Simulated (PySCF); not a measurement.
Species: CClFSe.
Geometry (PBE0-D3(BJ)/def2-SVP, Å), atoms numbered from 1 in this order:
```
atom  x, y, z in Å
F1    -0.039    1.261   -0.085
C2    -0.046   -0.048   -0.093
Cl3    1.564   -0.634   -0.101
Se4   -1.503   -1.010   -0.098
```

Computed with MP2 and CCSD/aug-cc-pVDZ in PySCF, restricted Hartree–Fock reference, frozen core, non-relativistic, gas phase, PBE0-D3(BJ)/def2-SVP geometry.

E(HF) = -2996.59324 Eh.

Problem. How large is the problem?

Solution. 109 basis functions and 66 electrons; 16 orbitals frozen, which leaves o = 17 correlated occupied and v = 76 virtual orbitals. That is o·v = 1292 singles and o·v(o·v + 1)/2 = 835278 distinct closed-shell doubles amplitudes before symmetry; the costliest CCSD step grows as o²v⁴ = 9.6 × 10^9.

Problem. What are the MP2 and CCSD correlation energies?

Solution. MP2 -0.6290 Eh and CCSD -0.6460 Eh, which gives totals of -2997.22223 and -2997.23927 Eh. That is 0.517 eV for each correlated electron at CCSD (1696 kJ/mol in all, 0.022 % of the total energy); MP2 gives 97.4 % of the CCSD value.

Problem. What is the T1 diagnostic?

Solution. 0.0152, below the customary warning level of 0.02. It is the norm of the spatial-orbital singles amplitudes over the root of the number of correlated electrons, so the norm is 0.089.

Problem. How does correlation change the dipole moment?

Solution. HF gives 0.91 D and CCSD (unrelaxed density) 0.50 D, a change of -0.41 D; the two vectors are 22° apart.

Connected triples and the basis-set limit are missing.

The job also held the EOM ionisation and excitation roots. On one thread, Arm Neoverse V1 (aarch64), no GPU, on a shared host, this took 8.8 min and 1.6 GiB of memory at its peak.
